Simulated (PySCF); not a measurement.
## Cl⁻ (chlorine, charge -1) across methods

[Ar], closed-shell 1S. Calculation: PySCF 2.14, in aug-cc-pV(T+d)Z with one added diffuse shell each of s, p, d, f type (7s6p5d3f, 71 functions); the non-relativistic Hamiltonian (point nucleus).

```
 method  E (hartree)  mean ε 2p (eV)  mean ε 3s (eV)  mean ε 3p (eV)  Σ⟨r²⟩ (bohr²)   ⟨S²⟩
    UHF   -459.57348         -209.41         -19.960          -4.091          38.43  0.000
 r2SCAN    -460.2573         -184.66         -11.961           0.002          39.29  0.000
    LDA    -458.8032         -181.86         -11.231           0.092          40.42  0.000
    PBE    -460.1007         -181.88         -11.197           0.224          40.43  0.000
   TPSS    -460.3095         -182.35         -11.507           0.188          39.87  0.000
wB97X-V    -460.2204         -190.11         -16.377          -3.403          39.00  0.000
   PBE0    -460.1371         -188.89         -13.550          -0.997          39.22  0.000
r2SCAN0    -460.2548         -190.98         -14.069          -1.180          38.77  0.000
```

(1) Estimate the same row for MN15.

The highest occupied level is positive at r2SCAN, LDA, PBE, TPSS: only the finite basis holds that electron, which in a density functional comes from self-interaction.

Results:

(1) E (hartree) = -460.1843; mean ε 2p (eV) = -187.21; mean ε 3s (eV) = -13.828; mean ε 3p (eV) = -1.751; Σ⟨r²⟩ (bohr²) = 38.99; ⟨S²⟩ = 0.000.
